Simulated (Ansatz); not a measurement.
Question: Name a neutral molecule of C, F, Si and H with zero-point energy (PBE0-D4/def2-TZVP) between 277 and 293 kJ/mol and LUMO energy (ωB97M-V/def2-TZVPP) between 2.15 and 2.45 eV (Ansatz, PBE0-D4/def2-TZVP geometry).

Answer: `CC(F)C[SiH3]` (291.1 kJ/mol, 2.18 eV); `CC([SiH3])CF` (292.3 kJ/mol, 2.22 eV); `C[SiH2]C(C)F` (292.5 kJ/mol, 2.22 eV). Other molecules can fit too; these were computed, each in one conformer that needn't be the lowest.
